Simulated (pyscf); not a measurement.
# HO–AlH–Cl, singlet

Gas-phase minimum from PySCF at ωB97X-D3(BJ)/def2-SVP, one conformer. 

SMILES: [OH][AlH][Cl]
```xyz
5

O     -0.2019    -0.6047    -0.5913
Al     1.2230    -0.3719     0.2923
Cl     1.1167     0.1305     2.3291
H     -1.1093    -0.5372    -0.2880
H      2.5996    -0.5370    -0.4305
```

Bond lengths (Å): O1–Al2 1.693, O1–H4 0.959, Al2–Cl3 2.101, Al2–H5 1.564. Bond angles (°): Al2–O1–H4 128.4, O1–Al2–Cl3 119.8, O1–Al2–H5 119.0, Cl3–Al2–H5 121.2.

Properties at ωB97X-D3(BJ)/def2-SVP:

- Harmonic wavenumbers, unscaled = 209, 385, 505, 510, 562, 699, 905, 2053, 3991 cm⁻¹
- Zero-point energy = 14.0 kcal/mol
- Rotational symmetry number = 1
- Entropy of this conformer at 298 K and 1 atm, rigid rotor and harmonic oscillator, modes under 100 cm⁻¹ raised to 100 = 288.4 J/(mol K)
- Dipole moment = 1.03 D

Single-point totals, which compare only within one level (frozen core for MP2 and CC):

```tsv
level	total energy (hartree)
ωB97X-D3(BJ)/def2-TZVP	-779.27846
PBE/def2-TZVP	-778.82578
r²SCAN/def2-TZVP	-779.14239
B3LYP-D3(BJ)/def2-TZVP	-779.28195
PBE0-D3(BJ)/def2-TZVP	-778.88923
M06-2X/def2-TZVP	-779.17330
ωB97M-D3(BJ)/def2-TZVP	-779.34440
HF/def2-TZVPP	-777.63451
MP2/def2-TZVPP	-778.14245
CCSD/def2-TZVPP	-778.16841
CCSD(T)/def2-TZVPP	-778.18767
```

The CCSD(T) − MP2 part came from Ansatz, without density fitting, on the same reference.
